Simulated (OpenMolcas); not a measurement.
**Se³⁺: effect of the basis set**

- Program: OpenMolcas 26.06
- Method: MS-RASPT2, IPEA 0.25 Eh, imaginary shift 0.1 Eh (closed shells correlated: 3d)
- Active space: 3 electrons in 9 orbitals (RAS2 4s 4p; RAS3 4d, at most 2 electrons)
- State averaging: 2S+1 = 4 odd, 1 root; 2S+1 = 2 odd, 11 roots; 2S+1 = 4 even, 3 roots; 2S+1 = 2 even, 9 roots
- Spin-orbit coupling: RASSI with atomic mean-field integrals over the reference wave functions, term energies averaged over their components

A. ANO-RCC-VTZP [6s5p3d1f], DKH2, point nucleus; CASPT2 step about 17 core-seconds
B. ANO-RCC-VQZP [7s6p4d2f1g], DKH2, point nucleus; CASPT2 step about 14 core-seconds
C. ANO-R2 [6s6p4d3f1g], X2C, finite nucleus; CASPT2 step of the order of 15 core-seconds
D. ANO-RCC [9s8p6d4f2g], DKH2, point nucleus; CASPT2 step about 30 core-seconds

Energies in cm-1 above 4s2 4p 2P* 1/2, the measured ground level; measured values from Moore, Atomic Energy Levels, vol. II, NSRDS-NBS 35 (1971 reprint of NBS Circular 467, 1952).

| Level | A | B | C | D | Measured |
| --- | --- | --- | --- | --- | --- |
| 4s2 4p 2P* 1/2 | 0.0 | 0.0 | 0.0 | 0.0 | 0.0 |
| 4s2 4p 2P* 3/2 | 3930 | 3830 | 3850 | 3900 | 4376 |
| 4s 4p2 4P 1/2 | 75990 | 76590 | 78130 | 77420 |  |
| 4s 4p2 4P 3/2 | 77520 | 78070 | 79610 | 78930 |  |
| 4s 4p2 4P 5/2 | 79710 | 80200 | 81730 | 81080 |  |
| 4s 4p2 2D 3/2 | 102210 | 102330 | 103350 | 102840 | 104211 |
| 4s 4p2 2D 5/2 | 102500 | 102610 | 103660 | 103140 | 104706 |
| 4s 4p2 2S 1/2 | 129040 | 128450 | 128350 | 128340 | 128787 |
| 4s 4p2 2P 1/2 | 138350 | 137320 | 135170 | 136440 | 136134 |
| 4s 4p2 2P 3/2 | 140540 | 139440 | 137130 | 138530 | 138354 |

Deviations, from unrounded energies. A percentage is the sum of absolute deviations over the sum of measured energies, with the sign that they share, or ± where signs differ.

```tsv
Against measurement	Levels	A	B	C	D
mean absolute deviation (cm-1)	6	1600	1200	840	720
fine structure of the ground term (%)	1	-10.2	-12.4	-12.0	-10.9
other configurations (%)	5	±1.4	±1.1	-0.7	±0.6
```

D lies closest to measurement on these levels and A furthest from it. The largest miss of D in the table is 4s 4p2 2D 5/2, by -1600 cm-1. The ranking rests on the paired levels alone, and a cruder setting can come out closer through cancelling errors.

Among A to D the level of the table that moves most is 4s 4p2 2P 3/2, by 3400 cm-1 (lowest in C, highest in A). Moves below CASPT2's spread within the term are not significant.

CASPT2 does not keep the components of a term degenerate, so their means are used; among the terms shown or strongly mixed into the levels shown the widest spread is 40 cm-1 (4s 4p2 2D, C). Active for correlation alone: 4d; no level in the range computed is led by a configuration that fills it, so any true level of that kind is missing. Measured partners are found by configuration, term and J. A level has none where our copy of the source lacks it or the pairing is in doubt (some pairs that miss far off the trend of their configuration count as doubtful), and it then counts in no deviation. Levels of configurations outside the active space are missing. Levels that lie high or do not pair safely by name in every column are left out.

* marks odd parity.
